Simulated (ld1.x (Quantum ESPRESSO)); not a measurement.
# Before and after: ultrasoft potential for phosphorus

phosphorus, ultrasoft, made with ld1.x (Quantum ESPRESSO) 7.5 (PBE, non-relativistic). Core [Ne], reference 3s2 3p1.5 (charge +1.5). Waves: 3s (bound): rcut 1.50, rcutus 1.70 bohr; 3s channel at -0.75 Ry: rcut 1.50, rcutus 1.70 bohr; 3p (bound): rcut 1.30, rcutus 1.75 bohr; 3p channel at 1.75 Ry: rcut 1.30, rcutus 1.75 bohr; 3d channel at 0.15 Ry: rcut 1.65, rcutus 1.85 bohr. Local part: all-electron potential smoothed inside 1.40 bohr (lloc = -1). Core correction: none. Augmentation charge: built from norm-conserving waves at rcut, not smoothed further.

Change: type TM; waves now 3s (bound): rc 1.70 bohr; 3p (bound): rc 1.75 bohr; 3d channel at 0.15 Ry: rc 1.85 bohr; local potential all-electron potential smoothed inside 1.55 bohr (lloc = -1).

Cutoffs: the cutoffs (Ry, on a coarse ladder) from which the occupation-weighted sum of valence levels, in a spherical-Bessel basis at the reference potential, stays within 10 and 1 mRy of its value at 400 Ry; they do not see the model core or the augmentation charge, which bear on the density cutoff. Errors are all-electron minus pseudo energies relative to the spin-unpolarised reference configuration.

Q: How do hardness, ghosts and transferability respond?

A: The potential gets harder (12 Ry and 21 Ry → 21 Ry and 45 Ry); of the 7 tests that both files solve, the error grows in 7 and shrinks in 0 by more than 15 % and 0.3 meV (median size 0.8 → 8.1 meV); the range in which the s phases agree narrows (upper end at the end of the scan → 1.3); the range in which the p phases agree narrows (upper end at the end of the scan → 3.0); neither file shows a bound ghost. Several settings change at once here, so the effects cannot be laid on one of them.

| quantity | base | changed |
| --- | --- | --- |
| cutoff, loose | 12 Ry | 21 Ry |
| cutoff, tight | 21 Ry | 45 Ry |
| loose cutoff by channel (10 mRy a level) | s 6 Ry, p 10 Ry | s 18 Ry, p 8 Ry |
| bound ghosts | none | none |
| error for 3s2 3p3, meV [ΔE -18.06 eV] | +0.4 | +9.7 |
| error for 3s2 3p2, meV [ΔE -8.32 eV] | +0.3 | +1.9 |
| error for 3s2 3p1, meV [ΔE 10.84 eV] | +0.8 | +3.0 |
| error for 3s1 3p4, meV [ΔE -9.62 eV] | +4.5 | +8.1 |
| error for 3s2 3p2.5, meV [ΔE -14.28 eV] | +0.6 | +5.7 |
| error for 3s1 3p0, meV [ΔE 92.47 eV] | +148 | +194 |
| error for 3s2 3p0, meV [ΔE 40.59 eV] | +20 | +43 |
| s: phases at 2.01 bohr within 0.05 rad from the reference energy up to (Ry; the scan ends near 5) | to the end of the scan | 1.3 |
| p: phases at 2.01 bohr within 0.05 rad from the reference energy up to (Ry; the scan ends near 5) | to the end of the scan | 3.0 |
| d: phases at 2.01 bohr within 0.05 rad from the reference energy up to (Ry; the scan ends near 5) | 3.7 | 4.6 |
